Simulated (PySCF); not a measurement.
B(Cl)(NHMe)(OH) (CH₅BClNO), SMILES N(C)B(O)Cl. The structure is a stationary point at B3LYP-D3(BJ)/def2-SVP. One conformer was computed; it need not be the lowest.

Computed equilibrium geometry at B3LYP-D3(BJ)/def2-SVP (PySCF confirms it by a frequency run) as bond lengths and angles (one conformer of several):
Atoms: B1 Cl2 N3 C4 H5 H6 H7 H8 O9 H10. Bond lengths (Å): B1–Cl2 1.792, B1–N3 1.408, B1–O9 1.361, N3–C4 1.446, N3–H5 1.014, C4–H6 1.105, C4–H7 1.105, C4–H8 1.101, O9–H10 0.964. Bond angles (°): Cl2–B1–N3 117.8, Cl2–B1–O9 116.5, N3–B1–O9 125.7, B1–N3–C4 127.9, B1–N3–H5 117.2, C4–N3–H5 114.9, N3–C4–H6 112.4, N3–C4–H7 112.3, N3–C4–H8 110.5, H6–C4–H7 107.8, H6–C4–H8 106.8, H7–C4–H8 106.8, B1–O9–H10 114.1.
Charge 0, spin multiplicity 1.
